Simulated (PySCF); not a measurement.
FGeH₅Si, SMILES F[SiH2][GeH3]. Atoms are numbered in the order given.

```xyz
8

Si    -0.5374    -1.2289     0.0000
F      0.8324    -2.1216     0.0000
Ge     0.0655     1.0830     0.0000
H     -1.3205    -1.5849     1.2166
H     -1.3205    -1.5849    -1.2166
H     -1.2114     1.9515     0.0000
H      0.8945     1.4301     1.2529
H      0.8945     1.4301    -1.2529
```
Charge 0, spin multiplicity 1.

The structure is a stationary point at B3LYP-D3(BJ)/def2-SVP. This is a generated structure with no PubChem entry under its InChIKey; it may be hypothetical.

Calculation: PBE0/def2-TZVPD (PySCF).

ESP charges are fitted to the potential on shells at 1.4 to 2.0 van der Waals radii. Atomic charges (e):

| atom | IAO | ESP fit |
|---|---|---|
| Si1 | 0.84 | 0.42 |
| F2 | -0.54 | -0.25 |
| Ge3 | 0.16 | -0.03 |
| H4 | -0.13 | -0.06 |
| H5 | -0.13 | -0.06 |
| H6 | -0.07 | -0.01 |
| H7 | -0.06 | 0.00 |
| H8 | -0.06 | 0.00 |
